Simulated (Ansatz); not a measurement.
Ansatz (an electronic-structure program) input (RI-MP2/def2-TZVPP):
A basis named .json is the Basis Set Exchange file of that set.

Ansatz 0.2 input:
```yaml
crystal:
  periodic: [false, false, false]
  atoms:
    - {symbol: Te, position_ang: [0.02798640, 0.00963093, 0.86948571]}
    - {symbol: Br, position_ang: [0.82451525, -1.70908550, -0.65426019]}
    - {symbol: Br, position_ang: [-0.86609505, 1.69477669, -0.63754715]}
basis:
  gaussian:
    orbitals: def2-TZVPP
    fitting: {mean_field: def2-universal-jkfit, correlation: def2-TZVPP-RIFIT.json}
total_charge: 1
magnetization: {spin_polarized: true, initial_magnetization: 1}
correlation: {method: mp2, electrons: outside_noble_gas}
```

End of the output:

```
integrals: 0.13 GiB planned
750 factors; integrals over basis functions are off by at most 5.0e-1 eV
502 factors; integrals over basis functions are off by at most 1.2e2 eV
mean field: 0.87 GiB planned
mean field evaluation 1: about -147254.8874 eV, gradient 1.6e1 eV
mean field evaluation 2: about -147255.9303 eV, gradient 1.3e1 eV
mean field evaluation 4: about -147256.7558 eV, gradient 8.7e-1 eV
mean field evaluation 8: about -147256.7825 eV, gradient 1.8e-6 eV
mean field -147256.78245669 eV, -5411.5869410514 hartree, gradient 1.8e-6 eV, S^2 0.766578; 0 other end points of the search recorded, 0 dependent functions left out
37 core orbitals not correlated
reference -147256.78245669 eV, -5411.5869410514 hartree; 10, 9 occupied and 99, 100 virtual orbitals, 502 factors
second order -11.61384153 eV of doubles, -0.00000000 eV of singles
Total energy: -147268.39629822 eV, -5412.0137418553 hartree
```
